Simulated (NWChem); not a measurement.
Everything below was run with NWChem. System: vinylidene fluoride (C2H2F2), charge 0, spin multiplicity 1, at a geometry optimised with B3LYP/def2-SVP. Level: RHF/def2-TZVP.

Input file:

```
start mol
memory heap 200 mb stack 900 mb global 1100 mb
geometry units angstroms nocenter noautoz
  C      0.000000     0.000000    -1.386477
  C      0.000000     0.000000    -0.060242
  F      1.079861     0.000000     0.696267
  F     -1.079861     0.000000     0.696267
  H     -0.945434     0.000000    -1.926242
  H      0.945434     0.000000    -1.926242
  symmetry group C2v
end
basis spherical
  * library def2-tzvp
end
scf
  rhf
  nopen 0
  maxiter 100
  thresh 1e-7
  semidirect memsize 60000000 filesize 0
end
task scf energy
```

Part of the output:

```
             Northwest Computational Chemistry Package (NWChem) 7.3.0
             --------------------------------------------------------

                                NWChem Input Module
                                -------------------

 Scaling coordinates for geometry "geometry" by  1.889725989
 (inverse scale =  0.529177249)

 Turning off AUTOSYM since
 SYMMETRY directive was detected!

                             Geometry "geometry" -> ""
                             -------------------------

 Output coordinates in angstroms (scale by  1.889725989 to convert to a.u.)

  No.       Tag          Charge          X              Y              Z
 ---- ---------------- ---------- -------------- -------------- --------------
    1 C                    6.0000     0.00000000     0.00000000    -1.38647700
    2 C                    6.0000     0.00000000     0.00000000    -0.06024200
    3 F                    9.0000     1.07986100     0.00000000     0.69626700
    4 F                    9.0000    -1.07986100     0.00000000     0.69626700
    5 H                    1.0000    -0.94543400     0.00000000    -1.92624200
    6 H                    1.0000     0.94543400     0.00000000    -1.92624200

 Effective nuclear repulsion energy (a.u.)     117.5680847079

            Nuclear Dipole moment (a.u.)
            ----------------------------
        X                 Y               Z
 ---------------- ---------------- ----------------
     0.0000000000     0.0000000000     0.0000151178

      Symmetry information
      --------------------

 Group name             C2v
 Group number             16
 Group order               4
 No. of unique centers     4

      Symmetry unique atoms

     1    2    3    5


 Summary of "ao basis" -> "" (spherical)
 ------------------------------------------------------------------------------
       Tag                 Description            Shells   Functions and Types
 ---------------- ------------------------------  ------  ---------------------
 *                         def2-tzvp                  on all atoms

 Summary of "ao basis" -> "ao basis" (spherical)
 ------------------------------------------------------------------------------
       Tag                 Description            Shells   Functions and Types
 ---------------- ------------------------------  ------  ---------------------
 C                         def2-tzvp                11       31   5s3p2d1f
 F                         def2-tzvp                11       31   5s3p2d1f
 H                         def2-tzvp                 4        6   3s1p

                                 NWChem SCF Module
                                 -----------------

  ao basis        = "ao basis"
  functions       =   136
  atoms           =     6
  closed shells   =    16
  open shells     =     0
  charge          =   0.00
  wavefunction    = RHF
  use symmetry    = T
  symmetry adapt  = T

 Summary of "ao basis" -> "ao basis" (spherical)
 ------------------------------------------------------------------------------
       Tag                 Description            Shells   Functions and Types
 ---------------- ------------------------------  ------  ---------------------
 C                         def2-tzvp                11       31   5s3p2d1f
 F                         def2-tzvp                11       31   5s3p2d1f
 H                         def2-tzvp                 4        6   3s1p

      Symmetry analysis of basis
      --------------------------
[...]
      Two-electron energy =    221.479512262044
 Nuclear repulsion energy =    117.568084707929

        Time for solution =      2.6s

       Symmetry analysis of molecular orbitals - final
       -----------------------------------------------

  Numbering of irreducible representations:

     1 a1          2 a2          3 b1          4 b2

  Orbital symmetries:

     1 b1          2 a1          3 a1          4 a1          5 a1
     6 b1          7 a1          8 a1          9 b1         10 b2
    11 a1         12 a2         13 b1         14 a1         15 b1
    16 b2         17 b2         18 a1         19 b1         20 a1
    21 a1         22 b1         23 b2         24 a1         25 a1
    26 b2

             Final eigenvalues
             -----------------

              1
    1  -26.3462
    2  -26.3462
    3  -11.4290
    4  -11.2462
    5   -1.7053
    6   -1.6402
    7   -1.0682
    8   -0.8873
    9   -0.8051
   10   -0.7650
   11   -0.7522
   12   -0.6918
   13   -0.6698
   14   -0.6365
   15   -0.5951
   16   -0.3915
   17    0.1627
   18    0.1709
   19    0.1995
   20    0.2186
   21    0.2765
   22    0.2802
   23    0.3250
   24    0.3533
   25    0.4197
   26    0.4224

                       ROHF Final Molecular Orbital Analysis
                       -------------------------------------

 Vector   14  Occ=2.000000D+00  E=-6.364628D-01  Symmetry=a1
              MO Center= -2.2D-14, -1.6D-14, -5.5D-01, r^2= 2.3D+00
   Bfn.  Coefficient  Atom+Function         Bfn.  Coefficient  Atom+Function
  ----- ------------  ---------------      ----- ------------  ---------------
     8      0.266418  1 C  pz                70      0.225124  3 F  pz
   101      0.225124  4 F  pz                39     -0.215723  2 C  pz
    73      0.198741  3 F  pz               104      0.198741  4 F  pz
    11      0.182626  1 C  pz                42     -0.153019  2 C  pz

 Vector   15  Occ=2.000000D+00  E=-5.950668D-01  Symmetry=b1
              MO Center= -8.8D-15, -6.7D-16, -1.4D+00, r^2= 1.7D+00
   Bfn.  Coefficient  Atom+Function         Bfn.  Coefficient  Atom+Function
  ----- ------------  ---------------      ----- ------------  ---------------
     6      0.304811  1 C  px                 9      0.250010  1 C  px
   126     -0.215343  5 H  s                132      0.215343  6 H  s

 Vector   16  Occ=2.000000D+00  E=-3.915162D-01  Symmetry=b2
              MO Center=  3.1D-16,  8.3D-15, -7.4D-01, r^2= 1.7D+00
   Bfn.  Coefficient  Atom+Function         Bfn.  Coefficient  Atom+Function
  ----- ------------  ---------------      ----- ------------  ---------------
     7      0.291473  1 C  py                10      0.288086  1 C  py
    41      0.261460  2 C  py                38      0.254568  2 C  py
    13      0.205287  1 C  py

 Vector   17  Occ=0.000000D+00  E= 1.626877D-01  Symmetry=b2
              MO Center=  4.7D-16, -5.9D-16, -8.6D-01, r^2= 2.9D+00
   Bfn.  Coefficient  Atom+Function         Bfn.  Coefficient  Atom+Function
  ----- ------------  ---------------      ----- ------------  ---------------
    13      0.950221  1 C  py                44     -0.793058  2 C  py
    41     -0.388960  2 C  py                38     -0.336462  2 C  py
    75      0.217683  3 F  py               106      0.217683  4 F  py
     7      0.201770  1 C  py

 Vector   18  Occ=0.000000D+00  E= 1.709273D-01  Symmetry=a1
              MO Center= -3.9D-17, -2.2D-16, -1.7D+00, r^2= 5.9D+00
   Bfn.  Coefficient  Atom+Function         Bfn.  Coefficient  Atom+Function
  ----- ------------  ---------------      ----- ------------  ---------------
     5      2.887831  1 C  s                127     -1.877614  5 H  s
   133     -1.877614  6 H  s                 36     -1.525283  2 C  s
     4      1.058105  1 C  s                 35     -1.004271  2 C  s
    11      0.627855  1 C  pz                67      0.579737  3 F  s
    98      0.579737  4 F  s                 42      0.494977  2 C  pz

 Vector   19  Occ=0.000000D+00  E= 1.994798D-01  Symmetry=b1
              MO Center=  1.2D-14, -1.1D-18, -2.3D+00, r^2= 5.2D+00
   Bfn.  Coefficient  Atom+Function         Bfn.  Coefficient  Atom+Function
  ----- ------------  ---------------      ----- ------------  ---------------
   127      3.282400  5 H  s                133     -3.282400  6 H  s
    12      2.923241  1 C  px                43     -0.962243  2 C  px
   126     -0.399969  5 H  s                132      0.399969  6 H  s
    67      0.307641  3 F  s                 98     -0.307641  4 F  s
     6      0.194617  1 C  px                 9     -0.186383  1 C  px

 center of mass
 --------------
 x =   0.00000000 y =   0.00000000 z =   0.15388412

 moments of inertia (a.u.)
 ------------------
         173.504304218651           0.000000000000           0.000000000000
           0.000000000000         338.165149996159           0.000000000000
           0.000000000000           0.000000000000         164.660845777508

  Mulliken analysis of the total density
  --------------------------------------

    Atom       Charge   Shell Charges
 -----------   ------   -------------------------------------------------------
    1 C    6     6.33   0.85  1.12  0.49  0.58  0.14  1.26  1.33  0.49  0.02  0.03  0.01
    2 C    6     5.53   0.85  1.12  0.52  0.48  0.01  1.12  1.03  0.10  0.06  0.19  0.03
    3 F    9     9.23   0.77  1.20  0.60  1.01  0.34  2.24  2.27  0.78  0.00  0.02  0.00
    4 F    9     9.23   0.77  1.20  0.60  1.01  0.34  2.24  2.27  0.78  0.00  0.02  0.00
    5 H    1     0.84   0.26  0.48  0.08  0.02
    6 H    1     0.84   0.26  0.48  0.08  0.02

       Multipole analysis of the density wrt the origin
       ------------------------------------------------

     L   x y z        total         open         nuclear
     -   - - -        -----         ----         -------
     0   0 0 0     -0.000000      0.000000     32.000000

     1   1 0 0      0.000000      0.000000      0.000000
     1   0 1 0      0.000000      0.000000      0.000000
     1   0 0 1     -0.560652      0.000000      0.000015

     2   2 0 0    -16.627092      0.000000     81.339871
     2   1 1 0     -0.000000      0.000000      0.000000
     2   1 0 1      0.000000      0.000000      0.000000
     2   0 2 0    -16.862395      0.000000      0.000000
     2   0 1 1     -0.000000      0.000000      0.000000
     2   0 0 2    -15.142443      0.000000     98.928056

 Task  times  cpu:        4.7s     wall:        4.7s

 Total times  cpu:        4.7s     wall:        4.7s
```
